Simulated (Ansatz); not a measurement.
`[CH3][Mo](=[O])(=[O])[F]` and `C[N](C)[Mo](=[O])(=[O])[F]` differ in one atom or group.

Ansatz, PBE0-D4/def2-TZVP geometries, multiplicity 1. Each molecule was computed in one conformer, which needn't be the lowest.

Elements past krypton have def2 core potentials.

```csv
property,`[CH3][Mo](=[O])(=[O])[F]`
HOMO–LUMO gap (ωB97M-V/def2-TZVPP) / eV,10.93
size of the dipole moment (PBE/def2-TZVPP) / D,2.44
HOMO–LUMO gap (PBE/def2-TZVPP) / eV,4.11
LUMO energy (ωB97M-V/def2-TZVPP) / eV,-0.76
zero-point energy (PBE0-D4/def2-TZVP) / kJ/mol,116.4
size of the dipole moment (B3LYP/def2-TZVPP) / D,2.63
```

Q: Give the same properties after the change, and the shifts. (Best estimate.)

A: The calculation gave: 
```tsv
property	`C[N](C)[Mo](=[O])(=[O])[F]`	shift
HOMO–LUMO gap (ωB97M-V/def2-TZVPP) / eV	10.15	-0.78
size of the dipole moment (PBE/def2-TZVPP) / D	4.61	2.17
HOMO–LUMO gap (PBE/def2-TZVPP) / eV	3.72	-0.39
LUMO energy (ωB97M-V/def2-TZVPP) / eV	0.11	0.87
zero-point energy (PBE0-D4/def2-TZVP) / kJ/mol	239.4	123.0
size of the dipole moment (B3LYP/def2-TZVPP) / D	4.77	2.14
```

With PBE0 the HOMO rises by 1.58 eV and the LUMO rises by 0.93 eV, so the gap narrows by about 0.65 eV. PBE moves the HOMO by 1.32 eV and ωB97M-V by 1.65 eV. The zero-point energy changes by 123.0 kJ/mol with +15 modes. Dipoles are sizes alone; their direction can turn.

B3LYP here is the variant with VWN-RPA as its local correlation; programs differ in this.
